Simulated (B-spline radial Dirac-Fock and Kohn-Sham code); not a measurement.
# EELS cross sections of the Ge L2 edge

System: the Ge atom in the configuration [Ar] 3d10 4s2 4p2. Method: the first Born approximation with generalised oscillator strengths from a Dirac-Hartree-Slater potential (longitudinal and transverse terms; continuum final states only, so no white lines or fine structure). Computed with a B-spline atomic structure program. The edge is taken at 1248.1 eV (tabulated value).

Edge shape dσ/dE in barn per eV:

```
E − edge (eV)  120 kV, 100 mrad  200 kV, 10 mrad  200 kV, 20 mrad
            1              2.22            0.745             1.15
            3              3.09             1.07             1.66
            6              4.13             1.46             2.25
           10              4.91             1.76             2.70
           15              5.27             1.88             2.90
           20              5.34             1.90             2.93
           30              5.32             1.88             2.91
           40              5.31             1.87             2.89
           50              5.30             1.85             2.88
           65              5.22             1.81             2.81
           80              5.06             1.73             2.71
          100              4.82             1.62             2.56
          125              4.55             1.51             2.38
          150              4.30             1.40             2.23
          200              3.83             1.20             1.94
          250              3.44             1.03             1.69
          300              3.10            0.897             1.49
```

For the first setting the maximum lies 20 eV above the edge. The intensity 300 eV above the edge is 58 % of the maximum.
